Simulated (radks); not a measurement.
The numbers below are computed, except where a source is named.
Ag+, 46 electrons, occupied as [Kr] 4d8.75 5s1.25 (fractional occupations, a model configuration). Code: a radial shooting solver on a logarithmic mesh with Libxc functionals. Model: scalar-relativistic Kohn-Sham, SCAN, spin-unpolarised, spherical densities, finite nucleus; meta-GGA in the generalised Kohn-Sham scheme; Fermi nuclear charge, rms radius 4.5454 fm.

Local quantities along the radius. ELF = 1/(1 + alpha^2) is the electron localisation function; alpha = (tau - tau_W)/tau_unif compares the Pauli kinetic energy density with that of the uniform gas; -r V(r) is the screened charge that the Kohn-Sham potential presents (atomic units). tau is taken from the large components.

| r (bohr) | ELF | alpha | -r V(r) |
|---|---|---|---|
| 0.001069 | 0.999 | 0.02267 | 46.80 |
| 0.001426 | 0.999 | 0.02258 | 46.72 |
| 0.001886 | 0.999 | 0.02306 | 46.62 |
| 0.002516 | 0.999 | 0.02431 | 46.47 |
| 0.003355 | 0.999 | 0.02660 | 46.28 |
| 0.004475 | 0.999 | 0.03048 | 46.03 |
| 0.005921 | 0.999 | 0.03673 | 45.70 |
| 0.007897 | 0.998 | 0.04778 | 45.26 |
| 0.01053 | 0.995 | 0.06806 | 44.69 |
| 0.01394 | 0.989 | 0.1071 | 43.97 |
| 0.01859 | 0.963 | 0.1956 | 43.04 |
| 0.02479 | 0.857 | 0.4093 | 41.92 |
| 0.03307 | 0.556 | 0.8938 | 39.48 |
| 0.04375 | 0.324 | 1.446 | 38.54 |
| 0.05835 | 0.402 | 1.220 | 36.17 |
| 0.07783 | 0.672 | 0.6988 | 33.98 |
| 0.103 | 0.760 | 0.5619 | 31.13 |
| 0.1374 | 0.548 | 0.9087 | 27.17 |
| 0.1832 | 0.303 | 1.518 | 24.15 |
| 0.2443 | 0.551 | 0.9026 | 20.58 |
| 0.3233 | 0.770 | 0.5470 | 17.05 |
| 0.4312 | 0.617 | 0.7884 | 12.97 |
| 0.5751 | 0.181 | 2.124 | 10.30 |
| 0.7609 | 0.526 | 0.9494 | 7.719 |
| 1.015 | 0.757 | 0.5664 | 5.632 |
| 1.354 | 0.582 | 0.8469 | 3.105 |
| 1.805 | 0.312 | 1.487 | 2.637 |
| 2.389 | 0.208 | 1.952 | 2.052 |
| 3.186 | 0.228 | 1.842 | 1.794 |
| 4.249 | 0.232 | 1.821 | 1.411 |
| 5.623 | 0.123 | 2.672 | 0.8794 |
| 7.499 | 0.022 | 6.603 | 0.9323 |

On this mesh the ELF has minima near r = 0.051, 0.18, 0.58 bohr, which separate the shells, and maxima near 0.10 (0.76), 0.32 (0.77), 1.0 (0.76), 3.7 (0.24).
